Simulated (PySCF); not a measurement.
BiF$_{2}$ (SMILES [F][Bi+][F]), charge +1, singlet, at a GFN2-xTB geometry (such geometries of metal compounds can be far from the true shape) (core potentials on Bi); PBE0/def2-SVPD run with PySCF.

PySCF was given this input:
```python
from pyscf import gto, scf, dft

mol = gto.M(
    atom='''
Bi    0.214011    0.095505    0.087378
F    -1.103766    0.603394   -1.257362
F    -0.869888   -1.484165    0.451543
''',
    basis='def2-svpd',
    ecp={'Bi': 'def2-svpd'},
    charge=1,
    spin=0,
    verbose=4,
)

mf = dft.RKS(mol)
mf.xc = 'pbe0'
mf.kernel()
```

Task: What does PySCF print? Leave out banner, timings and long lists.

Result: 
```
PySCF version 2.14.0

[INPUT] verbose = 4
[INPUT] num. atoms = 3
[INPUT] num. electrons = 40
[INPUT] charge = 1
[INPUT] spin (= nelec alpha-beta = 2S) = 0
[INPUT] symmetry False subgroup None
[INPUT] Mole.unit = angstrom
[INPUT] Symbol           X                Y                Z      unit          X                Y                Z       unit  Magmom
[INPUT]  1 Bi     0.214011000000   0.095505000000   0.087378000000 AA    0.404422177644   0.180478293527   0.165120489312 Bohr   0.0
[INPUT]  2 F     -1.103766000000   0.603394000000  -1.257362000000 AA   -2.085815445607   1.140249405206  -2.376069819435 Bohr   0.0
[INPUT]  3 F     -0.869888000000  -1.484165000000   0.451543000000 AA   -1.643850079046  -2.804665373665   0.853292603464 Bohr   0.0

nuclear repulsion = 128.172534153099
number of shells = 30
number of NR pGTOs = 133
number of NR cGTOs = 78
basis = def2-svpd
ecp = {'Bi': 'def2-svpd'}

******** <class 'pyscf.dft.rks.RKS'> ********
method = RKS
initial guess = minao
damping factor = 0
level_shift factor = 0
DIIS = <class 'pyscf.scf.diis.CDIIS'>
diis_start_cycle = 1
diis_space = 8
diis_damp = 0
SCF conv_tol = 1e-09
SCF conv_tol_grad = None
SCF max_cycles = 50
direct_scf = True
direct_scf_tol = 1e-13
XC library pyscf.dft.libxc version 7.1.2
    S. Lehtola, C. Steigemann, M. J. T. Oliveira, and M. A. L. Marques,  SoftwareX 7, 1–5 (2018)
XC functionals = pbe0
    C. Adamo and V. Barone,  J. Chem. Phys. 110, 6158 (1999)
    M. Ernzerhof and G. E. Scuseria,  J. Chem. Phys. 110, 5029 (1999)
radial grids:
    Treutler-Ahlrichs [JCP 102, 346 (1995); DOI:10.1063/1.469408] (M4) radial grids

becke partition: Becke, JCP 88, 2547 (1988); DOI:10.1063/1.454033
pruning grids: <function nwchem_prune>
grids dens level: 3
symmetrized grids: False
atomic radii adjust function: <function treutler_atomic_radii_adjust>
small_rho_cutoff = 0
Set gradient conv threshold to 3.16228e-05
Initial guess from minao.
tot grids = 51968
init E= -387.114318949913
  HOMO = -0.911748584243399  LUMO = -0.781242641698885  gap/eV = 3.55125
cycle= 1 E= -413.246336777954  delta_E= -26.1  |g|= 1.53  |ddm|= 13.5
  HOMO = -0.571579091336236  LUMO = -0.283085448072526  gap/eV = 7.85031
cycle= 2 E= -413.462266997792  delta_E= -0.216  |g|= 1.14  |ddm|= 6.26
  HOMO = -0.563925952911255  LUMO = -0.384430004991689  gap/eV = 4.88433
cycle= 3 E= -413.627872207681  delta_E= -0.166  |g|= 0.642  |ddm|= 1.89
  HOMO = -0.641005755023759  LUMO = -0.397112042114671  gap/eV = 6.63669
cycle= 4 E= -413.698992252564  delta_E= -0.0711  |g|= 0.0841  |ddm|= 0.471
  HOMO = -0.633126470336068  LUMO = -0.398535814962131  gap/eV = 6.38354
cycle= 5 E= -413.700469724003  delta_E= -0.00148  |g|= 0.0117  |ddm|= 0.0903
  HOMO = -0.634091412780184  LUMO = -0.398069184553854  gap/eV = 6.42249
cycle= 6 E= -413.700503761739  delta_E= -3.4e-05  |g|= 0.000899  |ddm|= 0.0147
  HOMO = -0.634143720770862  LUMO = -0.397989737161737  gap/eV = 6.42608
cycle= 7 E= -413.700503941898  delta_E= -1.8e-07  |g|= 0.000267  |ddm|= 0.00126
  HOMO = -0.634134787869372  LUMO = -0.398011325695215  gap/eV = 6.42525
cycle= 8 E= -413.700503956524  delta_E= -1.46e-08  |g|= 7.92e-05  |ddm|= 0.000327
  HOMO = -0.634133342774876  LUMO = -0.398012539185249  gap/eV = 6.42517
cycle= 9 E= -413.700503957496  delta_E= -9.72e-10  |g|= 3.49e-05  |ddm|= 7.49e-05
  HOMO = -0.634131649225662  LUMO = -0.398013282866504  gap/eV = 6.42511
cycle= 10 E= -413.700503957737  delta_E= -2.41e-10  |g|= 1.38e-06  |ddm|= 3.42e-05
  HOMO = -0.634131223067202  LUMO = -0.398013039332337  gap/eV = 6.42510
Extra cycle  E= -413.700503957738  delta_E= -1.59e-12  |g|= 1.2e-06  |ddm|= 4.35e-06
converged SCF energy = -413.700503957738
```
